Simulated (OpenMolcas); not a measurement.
**Zr2+: CASPT2 settings compared**

| Item | Value |
| --- | --- |
| Program | OpenMolcas 26.06 |
| Basis | ANO-RCC-VDZP [6s5p3d1f] |
| Scalar Hamiltonian | DKH2, point nucleus |
| Active space | 2 electrons in 5 orbitals (4d) |
| State averaging | 2S+1 = 3 even, 10 roots; 2S+1 = 1 even, 15 roots |
| Spin-orbit coupling | RASSI with atomic mean-field integrals over the reference wave functions, term energies averaged over their components |

Methods on the same reference wave functions:
A. CASSCF
B. SS-CASPT2, IPEA 0.5 Eh, real shift 0.3 Eh (closed shells correlated: 4s 4p)
C. XMS-CASPT2, IPEA 0.75 Eh, sigma1 regulariser 0.4 Eh (closed shells correlated: 4s 4p)

Energies in cm-1 above 4d2 3F2, the measured ground level; measured values from Moore, Atomic Energy Levels, vol. II, NSRDS-NBS 35 (1971 reprint of NBS Circular 467, 1952); NIST levels as listed in Rynkun, Gaigalas and Jonsson, Astron. Astrophys. 637, A10 (2020).

```
  Level      A      B      C  Measured
4d2 3F2    0.0    0.0    0.0       0.0
4d2 3F3    697    716    714       681
4d2 3F4   1547   1564   1562      1486
4d2 1D2   8913   6450   6610      5742
4d2 3P0   9986   8740   8210      8062
4d2 3P1  10252   9020   8490      8326
4d2 3P2  10898   9580   9090      8838
4d2 1G4  13480  11910  11710     11049
4d2 1S0  32032  25320  24810     23979
```

Deviations, from unrounded energies. A percentage is the sum of absolute deviations over the sum of measured energies, with the sign that they share, or ± where signs differ.

```csv
Against measurement,Levels,A,B,C
mean absolute deviation (cm-1),8,2500,640,380
fine structure of the ground term (%),2,+3.6,+5.2,+5.0
other terms of the ground configuration (%),6,+29.6,+7.6,+4.4
```

C lies closest to measurement on these levels and A furthest from it. The largest miss of C in the table is 4d2 1D2, by +870 cm-1. The ranking rests on the paired levels alone, and a cruder setting can come out closer through cancelling errors.

Between B and C the level of the table that moves most is 4d2 3P1, by 530 cm-1 (lowest in C, highest in B). Moves below CASPT2's spread within the term are not significant.

The mean deviations of B to C differ by less than CASPT2's widest spread within a term (1200 cm-1), so their order carries little weight.

From A to B the spin-free energies of the other terms of 4d2 shown, above 3F, scale by factors of 0.68 to 0.87.

The lowest spin-free term lies below A's lowest term by 0.180 hartree in B, 0.184 hartree in C.

CASPT2 does not keep the components of a term degenerate, so their means are used; among the terms shown or strongly mixed into the levels shown the widest spread is 1200 cm-1 (4d2 1G, C). Levels of configurations with an s electron are missing; early in the row they begin among the upper levels of the d shell and mix with terms of their name. Without dynamic correlation excited terms often stand tens of per cent too high (terms of higher spin than the ground term too low), and those without a measured partner can miss by more than the paired ones (holds for A). Some levels mix across a computed gap that differs much from the measured one, so their mixing is not that of the real levels (holds for A). Some terms miss by over 15 % even with CASPT2, which points to a basis or an active space too small for the shells correlated (holds for C). Measured partners are found by configuration, term and J. A level has none where our copy of the source lacks it or the pairing is in doubt (some pairs that miss far off the trend of their configuration count as doubtful), and it then counts in no deviation. Only configurations of the active space appear.
